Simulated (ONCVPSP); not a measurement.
## zirconium (Zr), ONCV: configuration errors across variants

zirconium, optimised norm-conserving Vanderbilt (ONCV), made with ONCVPSP 4.0.1 (PBEsol, scalar-relativistic). Core [Ar] 3d10, reference 4s2 4p6 4d2 5s2. Waves: 4s+5s: rc 2.20 bohr, ncon 5, nbas 8, qcut 5.9 1/bohr, 2 projectors; 4p: rc 1.30 bohr, ncon 4, nbas 7, qcut 7.6 1/bohr, 1 projector; 4d: rc 2.60 bohr, ncon 3, nbas 8, qcut 4.8 1/bohr, 1 projector. Local part: polynomial inside 1.15 bohr (lpopt 3, dvloc0 1 Ha). Core correction: Teter function, fcfact 1.75, rcfact 1.1.

All-electron excitation energies from the reference (eV): (1) 4s2 4p6 4d2 5s1 7.171; (2) 4s2 4p6 4d2 5s0 20.081; (3) 4s2 4p6 4d1 5s0 42.666; (4) 4s2 4p6 4d2 5s0 5p2 6.266.

2 further variants failed, have other tests or another functional or relativity, and are left out.

Errors AE − PS in meV (a dash: test not solved or not reliable):

| change | (1) | (2) | (3) | (4) | bound ghosts | GHOST(+) flags above zero |
| --- | --- | --- | --- | --- | --- | --- |
| base | -1.4 | -8.4 | +14 | +34 | none | d |
| s: qcut 4.4; p: qcut 5.6; d: qcut 3.6 | -1.8 | -17 | +36 | +40 | none | s, d |
| p: rc 1.42 | -1.4 | -8.4 | +14 | +38 | none | d |
| s: qcut 8.4 | -0.9 | -5.3 | +16 | +36 | none | s, d |
| s: qcut 3.6 | -1.9 | -12 | +12 | +32 | none | d |
| p: nbas 9 | -1.4 | -8.4 | +14 | +36 | none | d |

**Question.** Give the same row for: local potential polynomial inside 1.25 bohr (lpopt 5, dvloc0 -1 Ha).

**Answer.** -1.4, -8.3, +14, +42; bound ghosts: none; GHOST(+) flags above zero: s, d.
